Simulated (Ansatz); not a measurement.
Job for Ansatz (a program for electronic structure): R-CCSD(T)/cc-pV(D+d)Z on H2S2 (SMILES SS), a point of a torsion scan. Files ending in .json are basis or fitting sets from the Basis Set Exchange.

Ansatz 0.2 input:
```yaml
crystal:
  periodic: [false, false, false]
  atoms:
    - {symbol: S, position_ang: [-0.96184721, 0.48816694, 0.41442206]}
    - {symbol: S, position_ang: [0.95687052, 0.44945521, -0.42313763]}
    - {symbol: H, position_ang: [-1.49992103, -0.44592364, -0.37079491]}
    - {symbol: H, position_ang: [0.61446565, -0.10691536, -1.58582523]}
basis:
  gaussian:
    orbitals: cc-pV_D+d_Z.json
magnetization: {spin_polarized: false}
correlation: {method: ccsd_t, electrons: outside_noble_gas}
scf: {lower_state_search: off}
```

### Question
What total energy does the run end on?

### Answer
-796.5363 hartree (reference determinant -796.2202, T1 diagnostic 0.009).
